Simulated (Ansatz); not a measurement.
`O[Si](O)(F)[SiH2]Cl`. The species carries charge 0 and has multiplicity 1.

```tsv
atom	x (Å)	y (Å)	z (Å)
O1	0.913	0.671	1.707
Si2	-0.260	0.325	0.641
O3	-0.812	1.728	0.019
F4	-1.483	-0.416	1.355
Si5	0.600	-1.124	-0.974
Cl6	-0.852	-1.251	-2.444
H7	0.819	1.441	2.273
H8	-1.610	1.709	-0.513
H9	1.833	-0.590	-1.601
H10	0.854	-2.493	-0.462
```

What are the harmonic wavenumbers in cm⁻¹ at PBE0-D4/def2-TZVP (Ansatz, finite differences of forces, unscaled)? (Best estimate.)

Computed: 34, 71, 139, 161, 198, 243, 304, 325, 338, 480, 492, 546, 681, 764, 804, 813, 869, 933, 945, 995, 2236, 2248, 3904, 3918.

Is this a minimum?

Yes, all 24 modes are real.

Give the ideal-gas thermochemistry at 298.15 K and 1 bar (rigid rotor, harmonic oscillator; point group C1, symmetry number 1).

Zero-point energy 134.2 kJ/mol; H(298) − E = 160.9 kJ/mol; entropy 402.5 J/(mol·K), of which translation 171.1, rotation 121.4, vibration 110.1; G(298) − E = 40.9 kJ/mol. Modes under 100 cm⁻¹ are hindered rotations or soft bends, so the harmonic entropy is rough.

And at 400, 500, 600, 800 and 1000 K?


```tsv
T (K)	H − E (kJ/mol)	S (J/mol/K)	G − E (kJ/mol)
400	175.9	445.5	-2.3
500	192.2	481.8	-48.7
600	209.6	513.4	-98.5
800	246.6	566.6	-206.7
1000	285.7	610.2	-324.5
```

Rotational constants (cm⁻¹)?

0.1016, 0.03527, 0.03281.
